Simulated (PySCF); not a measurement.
F4Se (SMILES F[Se](F)(F)F), singlet, at a GFN2-xTB geometry; DF-SVWN5/aug-cc-pVDZ in PySCF.

PySCF was given this input:
```python
from pyscf import gto, scf, dft
import numpy

mol = gto.M(
    atom='''
Se   -0.00203224    0.00254110    0.35944284
F     0.96817789    1.31904607   -0.34335275
F     1.32333862   -0.96859697   -0.32517209
F    -0.96433922   -1.32384594   -0.33559484
F    -1.31949995    0.96379711   -0.35377550
''',
    basis='aug-cc-pvdz',
    verbose=4,
)
print('smallest overlap eigenvalue', numpy.linalg.eigvalsh(mol.intor('int1e_ovlp'))[0])

mf = dft.RKS(mol)
mf.xc = 'lda,vwn'
mf = mf.density_fit(auxbasis='def2-universal-jkfit')
mf = scf.addons.remove_linear_dep_(mf, threshold=1e-2, lindep=1e-2)
mf.kernel()
```

The log (banner, timings and long lists left out):

```
PySCF version 2.14.0

[INPUT] verbose = 4
[INPUT] num. atoms = 5
[INPUT] num. electrons = 70
[INPUT] charge = 0
[INPUT] spin (= nelec alpha-beta = 2S) = 0
[INPUT] symmetry False subgroup None
[INPUT] Mole.unit = angstrom
[INPUT] Symbol           X                Y                Z      unit          X                Y                Z       unit  Magmom
[...]
nuclear repulsion = 464.12442326381
number of shells = 41
number of NR pGTOs = 226
number of NR cGTOs = 128
basis = aug-cc-pvdz
ecp = {}
input.py:20: DeprecationWarning: remove_linear_dep_ is deprecated and will be removed in a future release. Linear dependency handling is now built into the SCF procedure by default. Linear dependency removal can be controlled using the following settings:
  pyscf.scf.hf.remove_overlap_zero_eigenvalue = True
  pyscf.scf.hf.overlap_zero_eigenvalue_threshold = 1e-6

  mf = scf.addons.remove_linear_dep_(mf, threshold=1e-2, lindep=1e-2)
smallest overlap eigenvalue 0.003933954873634401
Applying remove_linear_dep_ on SCF object.
Using canonical orthogonalization with threshold 0.01

******** <class 'pyscf.df.df_jk.DFRKS'> ********
method = DFRKS
initial guess = minao
damping factor = 0
level_shift factor = 0
DIIS = <class 'pyscf.scf.diis.CDIIS'>
diis_start_cycle = 1
diis_space = 8
diis_damp = 0
SCF conv_tol = 1e-09
SCF conv_tol_grad = None
SCF max_cycles = 50
direct_scf = False
XC library pyscf.dft.libxc version 7.1.2
    S. Lehtola, C. Steigemann, M. J. T. Oliveira, and M. A. L. Marques,  SoftwareX 7, 1–5 (2018)
XC functionals = lda,vwn
    P. A. M. Dirac,  Math. Proc. Cambridge Philos. Soc. 26, 376 (1930)
    F. Bloch,  Z. Phys. 57, 545 (1929)
    S. H. Vosko, L. Wilk, and M. Nusair,  Can. J. Phys. 58, 1200 (1980)
radial grids:
    Treutler-Ahlrichs [JCP 102, 346 (1995); DOI:10.1063/1.469408] (M4) radial grids

becke partition: Becke, JCP 88, 2547 (1988); DOI:10.1063/1.454033
pruning grids: <function nwchem_prune>
grids dens level: 3
symmetrized grids: False
atomic radii adjust function: <function treutler_atomic_radii_adjust>
small_rho_cutoff = 0
Set gradient conv threshold to 3.16228e-05
Initial guess from minao.
tot grids = 77472
init E= -2794.65184732662
[...]
cycle= 1 E= -2794.77561135562  delta_E= -0.124  |g|= 1.05  |ddm|= 2.15
[...]
cycle= 2 E= -2793.52677154703  delta_E= 1.25  |g|= 2.81  |ddm|= 2.16
[...]
cycle= 3 E= -2794.994952256  delta_E= -1.47  |g|= 0.0757  |ddm|= 1.56
[...]
cycle= 4 E= -2794.99574654211  delta_E= -0.000794  |g|= 0.0454  |ddm|= 0.105
[...]
cycle= 5 E= -2794.99617949935  delta_E= -0.000433  |g|= 0.00681  |ddm|= 0.0361
[...]
cycle= 6 E= -2794.99616417637  delta_E= 1.53e-05  |g|= 0.0109  |ddm|= 0.00531
[...]
cycle= 7 E= -2794.99616742574  delta_E= -3.25e-06  |g|= 0.00983  |ddm|= 0.00101
[...]
cycle= 8 E= -2794.99616872385  delta_E= -1.3e-06  |g|= 0.00951  |ddm|= 0.000322
[...]
cycle= 9 E= -2794.99616752847  delta_E= 1.2e-06  |g|= 0.00983  |ddm|= 0.000978
[...]
cycle= 10 E= -2794.99616603085  delta_E= 1.5e-06  |g|= 0.0102  |ddm|= 0.0011
[...]
cycle= 11 E= -2794.99616705747  delta_E= -1.03e-06  |g|= 0.00989  |ddm|= 0.000471
[...]
cycle= 12 E= -2794.99615891567  delta_E= 8.14e-06  |g|= 0.0118  |ddm|= 0.0019
[...]
cycle= 13 E= -2794.99616020096  delta_E= -1.29e-06  |g|= 0.0115  |ddm|= 0.00545
[...]
cycle= 14 E= -2794.99615799364  delta_E= 2.21e-06  |g|= 0.0119  |ddm|= 0.00479
[...]
cycle= 15 E= -2794.99615894638  delta_E= -9.53e-07  |g|= 0.0115  |ddm|= 0.000625
[...]
cycle= 16 E= -2794.99616424785  delta_E= -5.3e-06  |g|= 0.0107  |ddm|= 0.00188
[...]
cycle= 17 E= -2794.99616010522  delta_E= 4.14e-06  |g|= 0.0118  |ddm|= 0.00222
[...]
cycle= 18 E= -2794.99615713352  delta_E= 2.97e-06  |g|= 0.0124  |ddm|= 0.00351
[...]
cycle= 19 E= -2794.99615622176  delta_E= 9.12e-07  |g|= 0.0121  |ddm|= 0.00294
[...]
cycle= 20 E= -2794.996169666  delta_E= -1.34e-05  |g|= 0.00915  |ddm|= 0.00381
[...]
cycle= 21 E= -2794.9961211858  delta_E= 4.85e-05  |g|= 0.019  |ddm|= 0.0127
[...]
cycle= 22 E= -2794.99615031136  delta_E= -2.91e-05  |g|= 0.0133  |ddm|= 0.0139
[...]
cycle= 23 E= -2794.9961346103  delta_E= 1.57e-05  |g|= 0.0169  |ddm|= 0.0124
[...]
cycle= 24 E= -2794.99615649366  delta_E= -2.19e-05  |g|= 0.0123  |ddm|= 0.0115
[...]
cycle= 25 E= -2794.99615587047  delta_E= 6.23e-07  |g|= 0.0123  |ddm|= 0.00147
[...]
cycle= 26 E= -2794.9961589264  delta_E= -3.06e-06  |g|= 0.012  |ddm|= 0.00197
[...]
cycle= 27 E= -2794.9961549859  delta_E= 3.94e-06  |g|= 0.0124  |ddm|= 0.0017
[...]
cycle= 28 E= -2794.99616343247  delta_E= -8.45e-06  |g|= 0.0112  |ddm|= 0.00316
[...]
cycle= 29 E= -2794.99615141101  delta_E= 1.2e-05  |g|= 0.0132  |ddm|= 0.00758
[...]
cycle= 30 E= -2794.99611817581  delta_E= 3.32e-05  |g|= 0.0191  |ddm|= 0.0151
[...]
cycle= 31 E= -2794.99614956828  delta_E= -3.14e-05  |g|= 0.0138  |ddm|= 0.0119
[...]
cycle= 32 E= -2794.99613915945  delta_E= 1.04e-05  |g|= 0.0154  |ddm|= 0.00989
[...]
cycle= 33 E= -2794.99615398492  delta_E= -1.48e-05  |g|= 0.0128  |ddm|= 0.00888
[...]
cycle= 34 E= -2794.99615406952  delta_E= -8.46e-08  |g|= 0.0127  |ddm|= 0.000889
[...]
cycle= 35 E= -2794.99616412495  delta_E= -1.01e-05  |g|= 0.011  |ddm|= 0.00323
[...]
cycle= 36 E= -2794.99617184233  delta_E= -7.72e-06  |g|= 0.00929  |ddm|= 0.00382
[...]
cycle= 37 E= -2794.99615900803  delta_E= 1.28e-05  |g|= 0.0124  |ddm|= 0.00831
[...]
cycle= 38 E= -2794.99615382457  delta_E= 5.18e-06  |g|= 0.0125  |ddm|= 0.00888
[...]
cycle= 39 E= -2794.9961488378  delta_E= 4.99e-06  |g|= 0.0134  |ddm|= 0.00513
[...]
cycle= 40 E= -2794.99615539573  delta_E= -6.56e-06  |g|= 0.0129  |ddm|= 0.0049
[...]
cycle= 41 E= -2794.9961461393  delta_E= 9.26e-06  |g|= 0.014  |ddm|= 0.00592
[...]
cycle= 42 E= -2794.99615934092  delta_E= -1.32e-05  |g|= 0.0115  |ddm|= 0.00476
[...]
cycle= 43 E= -2794.99616680458  delta_E= -7.46e-06  |g|= 0.00958  |ddm|= 0.00816
[...]
cycle= 44 E= -2794.99616006332  delta_E= 6.74e-06  |g|= 0.0117  |ddm|= 0.00882
[...]
cycle= 45 E= -2794.99615782202  delta_E= 2.24e-06  |g|= 0.0121  |ddm|= 0.0027
[...]
cycle= 46 E= -2794.99612907654  delta_E= 2.87e-05  |g|= 0.0177  |ddm|= 0.0111
[...]
cycle= 47 E= -2794.99616880019  delta_E= -3.97e-05  |g|= 0.00989  |ddm|= 0.0135
[...]
cycle= 48 E= -2794.99615815168  delta_E= 1.06e-05  |g|= 0.0125  |ddm|= 0.0108
[...]
cycle= 49 E= -2794.99615730699  delta_E= 8.45e-07  |g|= 0.0125  |ddm|= 0.00482
[...]
cycle= 50 E= -2794.99615752298  delta_E= -2.16e-07  |g|= 0.0122  |ddm|= 0.00123
SCF not converged.
SCF energy = -2794.99615752298
```

The run did not converge; its last values are not results.
